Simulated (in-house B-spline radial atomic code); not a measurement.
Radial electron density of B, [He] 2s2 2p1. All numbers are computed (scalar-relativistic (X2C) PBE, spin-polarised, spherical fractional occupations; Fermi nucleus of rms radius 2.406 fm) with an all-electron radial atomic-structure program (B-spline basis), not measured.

Columns: r (bohr), 4πr²n(r) (electrons per bohr), bar.

```
  0.0124   0.1254 #
  0.0146   0.1697 #
  0.0171   0.2267 ##
  0.0201   0.3035 ###
  0.0236   0.4036 ####
  0.0278   0.5363 #####
  0.0326   0.7023 ######
  0.0383   0.9149 ########
   0.045     1.18 ##########
  0.0529    1.507 #############
  0.0622    1.898 ################
  0.0731    2.351 ####################
  0.0859    2.858 #########################
   0.101    3.403 ##############################
   0.119    3.957 ##################################
   0.139    4.438 #######################################
   0.164    4.843 ##########################################
   0.193    5.066 ############################################
   0.226     5.06 ############################################
   0.266     4.79 ##########################################
   0.313    4.259 #####################################
   0.367    3.546 ###############################
   0.432    2.726 ########################
   0.507    1.968 #################
   0.596    1.374 ############
   0.701     1.03 #########
   0.823   0.9481 ########
   0.968    1.065 #########
    1.14    1.272 ###########
    1.34    1.442 #############
    1.57    1.485 #############
    1.85    1.368 ############
    2.17    1.123 ##########
    2.55   0.8143 #######
       3   0.5179 ####
    3.52   0.2917 ###
    4.14   0.1429 #
    4.86  0.06187 #
    5.71  0.02319 
    6.72 0.007342 
    7.89 0.001971
```

On this grid the curve has 2 maxima, near 0.193, 1.57 bohr.

The 2s up radial function P(r) = rR(r), positive near the nucleus:

```
r (bohr)         P
   0.004   0.01812
 0.00552   0.02475
 0.00763   0.03378
  0.0105   0.04572
  0.0146   0.06216
  0.0201    0.0831
  0.0278    0.1104
  0.0383    0.1439
  0.0529    0.1841
  0.0731    0.2286
   0.101    0.2717
   0.139    0.3023
   0.193     0.304
   0.266    0.2548
   0.367     0.134
   0.507  -0.06605
   0.701   -0.3221
   0.968   -0.5722
    1.34    -0.726
    1.85   -0.7031
    2.55   -0.5187
    3.52   -0.2799
    4.86   -0.1045
    6.72  -0.02413
```
